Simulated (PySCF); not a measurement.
SMILES C([SiH2]B(O)O)C#C (C₃H₇BO₂Si) (GFN2-xTB optimised geometry):

```
14

C     -2.549     1.322    -0.088
C     -2.070     0.294     0.306
C     -1.418    -0.904     0.758
Si     0.343    -1.083    -0.032
B      1.271     0.662     0.000
O      2.623     0.662     0.000
O      0.661     1.878     0.000
H     -3.023     2.197    -0.420
H     -1.337    -0.869     1.847
H     -2.037    -1.765     0.505
H      0.086    -1.612    -1.388
H      0.962    -2.197     0.705
H      3.023     1.536    -0.001
H     -0.301     1.886     0.005
```

Calculation: PySCF with CAM-B3LYP/def2-TZVP.

Q: What are the frontier orbital energies and the dipole moment?

A: HOMO-2 -10.00 eV, HOMO-1 -9.47 eV, HOMO -8.98 eV, LUMO 0.72 eV, LUMO+1 1.49 eV; dipole moment 1.03 D.

Meta-Löwdin charges at CAM-B3LYP/def2-TZVP: C1 -0.27, C2 0.00, C3 -0.44, Si4 0.51, B5 0.26, O6 -0.52, O7 -0.52, H8 0.17, H9 0.14, H10 0.15, H11 -0.09, H12 -0.10, H13 0.35, H14 0.36.
